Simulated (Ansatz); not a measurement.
Computed with Ansatz on PBE0-D4/def2-TZVP structures; ΔE is electronic, products minus reactants. CCSD(T)/CBS adds triple-zeta CCSD(T) − MP2 to the extrapolated MP2 energy (def2 sets, frozen cores). This one scheme is used for every species, atoms too. Functionals use def2-TZVPP. B3LYP here is the variant with VWN-RPA as its local correlation; programs differ in this. Open shells (•) are unrestricted, without spin–orbit coupling. Spin–orbit coupling would lower the free atoms: a little for C, Cl; clearly for Br, Ge. For Br, Ge outer-core shells are correlated without core-valence functions, so the limit isn't a true one: a few kJ/mol of doubt a bond, and 10 to 20 or more in all where bonds break to atoms. Scalar relativity is left out up to krypton.

Consider the atomization: `Cl[CH]([GeH3])Br` → Br• + C• + Cl• + Ge• + 4 H•.

```
   level  ΔE (kcal/mol)
B3LYP-D4          531.4
 ωB97X-V          540.0
```

Q: What does CCSD(T)/CBS give? (Estimate.)

A: The calculation gave: +541.5 kcal/mol. The listed levels differ from it by -10.1, -1.5 kcal/mol.

Largest T1 diagnostic among the species: 0.010.

At CCSD(T), def2-SVP lies −40.5 kcal/mol from the extrapolated value and def2-TZVPP −14.5 kcal/mol: correlation converges slowly with the basis, and small sets miss more of it in the bonded molecule than in its fragments. The D4 term adds +8.6 kcal/mol with B3LYP and +4.4 kcal/mol with PBE0; it sums over pairs of atoms, weighted by their polarisabilities, and B3LYP, whose exchange is more repulsive, gets the larger term.

For atomizations the MP2-based limit and the directly extrapolated one differ by several kJ/mol either way, and by 10 to 25 for some Ge, Se and Sn compounds, so smaller differences from it don't rank the levels.
